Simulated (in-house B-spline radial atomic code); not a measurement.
Successive ionisation energies of erbium; each step leads to the configuration of the next row (after the last: [Kr] 4d2). NIST's values go from ground level to ground level; the uncertainty of those that are theory runs from under 0.1 % in few-electron ions to several per cent in heavy many-electron ones. Computed with an all-electron radial atomic-structure program (B-spline basis): non-relativistic Hartree-Fock, average of the configuration, point nuclei.

This level leaves out relativity, spin-orbit splitting included, which matters for heavy ions.

```
  ion  configuration  ionisation energy (eV)  tabulated value (eV)    tabulated kind  computed minus tabulated (eV)  highest orbital  largest mean radius (bohr)
Er19+  [Kr] 4d10 4f3                   482.8                   486  tabulated theory                           -3.2               4f                     0.54154
Er20+  [Kr] 4d10 4f2                   523.8                   520  tabulated theory                            3.8               4f                     0.53357
Er21+  [Kr] 4d10 4f1                   566.0                   555  tabulated theory                           11.0               4f                      0.5282
Er22+      [Kr] 4d10                   776.3                   770  tabulated theory                            6.3               4d                     0.52285
Er23+       [Kr] 4d9                   818.9                   810  tabulated theory                            8.9               4d                     0.51748
Er24+       [Kr] 4d8                   862.1                   853  tabulated theory                            9.1               4d                     0.51251
Er25+       [Kr] 4d7                   905.9                   899  tabulated theory                            6.9               4d                     0.50796
Er26+       [Kr] 4d6                   950.4                   943  tabulated theory                            7.4               4d                     0.50459
Er27+       [Kr] 4d5                   995.5                   989  tabulated theory                            6.5               4d                     0.50126
Er28+       [Kr] 4d4                  1041.2                  1046  tabulated theory                           -4.8               4d                     0.49796
Er29+       [Kr] 4d3                  1087.5                  1092  tabulated theory                           -4.5               4d                     0.49471
```
